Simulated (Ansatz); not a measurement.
Basis-set extrapolation for Cl$_{3}$F$_{2}$HSi$_{2}$ (`F[SiH](F)[Si](Cl)(Cl)Cl`) (PBE0-D4/def2-TZVP geometry, frozen core, the Gaussian-basis code of Ansatz). Multiplicity 1, RHF reference.

```json
{"": "HF", "def2-TZVPP": "-2156.280349", "def2-QZVPP": "-2156.346458"}
{"": "MP2 correlation", "def2-TZVPP": "-1.284258", "def2-QZVPP": "-1.412623"}
{"": "CCSD(T) correlation", "def2-TZVPP": "-1.392126", "def2-QZVPP": "not run"}
```

Energies in hartree. Use E(X) = E(∞) + A·exp(−7.88·√X) for Hartree–Fock and E(X) = E(∞) + B·X^(−2.97) for correlation, with X = 3 and 4, and add CCSD(T) minus MP2 of the smaller set to the MP2 limit.

Task: What is the CCSD(T) energy at the basis-set limit?

Result: HF limit: -2156.346458 + (-0.066109) × 0.13774 = -2156.35556. MP2 limit: -1.412623 + (-0.128365) × 0.74074 = -1.50771. Higher-order term: -1.392126 − (-1.284258) = -0.10787. Total: -2157.97114 hartree, 784.1 kJ/mol below CCSD(T)/def2-TZVPP.
